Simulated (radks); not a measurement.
The numbers below are computed, except where a source is named.
All-electron atom: Bi II in [Hg] 6p2. Code: a radial shooting solver on a logarithmic mesh with Libxc functionals. Model: scalar-relativistic Kohn-Sham, SCAN, spin-polarised, spherical densities, finite nucleus; open shells are filled with parallel spins first (spin-orbit coupling, left out, can overturn this in heavy ions); meta-GGA in the generalised Kohn-Sham scheme; Fermi nuclear charge, rms radius 5.5012 fm.

Normalised radial functions P(r) = r R(r), r in bohr:

| r | 5d up | 6s up | 6p up |
|---|---|---|---|
| 0.003239 | 0.0003 | 0.0719 | 0.0064 |
| 0.004389 | 0.0006 | 0.0805 | 0.0104 |
| 0.005949 | 0.0014 | 0.0851 | 0.0166 |
| 0.008062 | 0.0031 | 0.0820 | 0.0260 |
| 0.01093 | 0.0069 | 0.0663 | 0.0395 |
| 0.01481 | 0.0147 | 0.0337 | 0.0575 |
| 0.02007 | 0.0307 | -0.0167 | 0.0782 |
| 0.0272 | 0.0608 | -0.0768 | 0.0959 |
| 0.03686 | 0.1132 | -0.1236 | 0.0988 |
| 0.04996 | 0.1924 | -0.1202 | 0.0707 |
| 0.06771 | 0.2873 | -0.0376 | 0.0018 |
| 0.0925 | 0.3534 | 0.1039 | -0.0918 |
| 0.1254 | 0.3014 | 0.1855 | -0.1403 |
| 0.1699 | 0.0650 | 0.0849 | -0.0720 |
| 0.2303 | -0.2949 | -0.1560 | 0.0974 |
| 0.3121 | -0.5183 | -0.2571 | 0.2021 |
| 0.4229 | -0.3313 | -0.0143 | 0.0776 |
| 0.5732 | 0.2417 | 0.3407 | -0.1973 |
| 0.7768 | 0.8151 | 0.3342 | -0.3173 |
| 1.053 | 1.0160 | -0.1171 | -0.1049 |
| 1.427 | 0.8145 | -0.6292 | 0.3109 |
| 1.949 | 0.4578 | -0.7901 | 0.6266 |
| 2.642 | 0.1835 | -0.5967 | 0.6722 |
| 3.58 | 0.0528 | -0.2934 | 0.4705 |
| 4.852 | 0.0083 | -0.0837 | 0.2161 |
| 6.576 | 0.0006 | -0.0121 | 0.0593 |
| 8.912 | 0.0000 | -0.0007 | 0.0087 |

5d up: eigenvalue -35.804 eV, 2 radial nodes at r = 0.180, 0.511 bohr, <r> = 1.24 bohr, 90 % of the charge inside 1.86 bohr. 6s up: eigenvalue -23.204 eV, 5 radial nodes at r = 0.0183, 0.0740, 0.190, 0.428, 0.986 bohr, <r> = 2.16 bohr, 90 % of the charge inside 3.14 bohr. 6p up: eigenvalue -12.395 eV, 4 radial nodes at r = 0.0681, 0.195, 0.463, 1.15 bohr, <r> = 2.75 bohr, 90 % of the charge inside 4.04 bohr.

Empty levels of this run are not shown, since the potential may be unsettled where no density lies.
